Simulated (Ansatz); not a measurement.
Geometry optimisation, Ansatz 0.2.0, RKS BHLYP/def2-SVP.

Input file:

```yaml
crystal:
  periodic: [false, false, false]
  atoms:
    - { symbol: W, position_ang: [0.0, 0.0, 0.0] }
    - { symbol: H, position_ang: [0.0, 0.0, 1.72] }
    - { symbol: H, position_ang: [1.72, 0.0, 0.0] }
    - { symbol: H, position_ang: [0.0, 1.72, 0.0] }
    - { symbol: H, position_ang: [-1.72, 0.0, 0.0] }
    - { symbol: H, position_ang: [0.0, -1.72, 0.0] }
    - { symbol: H, position_ang: [0.0, 0.0, -1.72] }
basis:
  gaussian: { orbitals: def2-SVP }
hamiltonian:
  xc: { name: BHLYP }
relax:
  f_tol: 0.02
  max_steps: 40
output:
  orbitals: {}
```

Run as:

```bash
$ ansatz run input.yaml --threads 1 --pin off --max-ram 2048MiB --backend cpu --events-out ev --progress --plain --runs-dir out
```

Problem. Where does it end, and by what steps?

Solution. It converged. After 3 steps the energy has fallen by 0.308 eV; H2 moved furthest, 0.08 Å.

```json
{"step": "0", "energy less start (eV)": "0.0000", "largest force component (eV/Å)": "1.403", "accepted": "yes"}
{"step": "1", "energy less start (eV)": "0.0038", "largest force component (eV/Å)": "1.126", "accepted": "no"}
{"step": "2", "energy less start (eV)": "-0.3013", "largest force component (eV/Å)": "0.196", "accepted": "yes"}
{"step": "3", "energy less start (eV)": "-0.3085", "largest force component (eV/Å)": "0.002", "accepted": "yes"}
```

```xyz
7
Properties=species:S:1:pos:R:3
W 0.000 0.000 0.000
H 0.000 0.000 1.797
H 1.797 0.000 0.000
H 0.000 1.797 0.000
H -1.797 0.000 0.000
H 0.000 -1.797 0.000
H 0.000 0.000 -1.797
```

The run took 15 s on 1 thread of Arm Neoverse V1, on a shared host, peak memory 0.12 GiB.
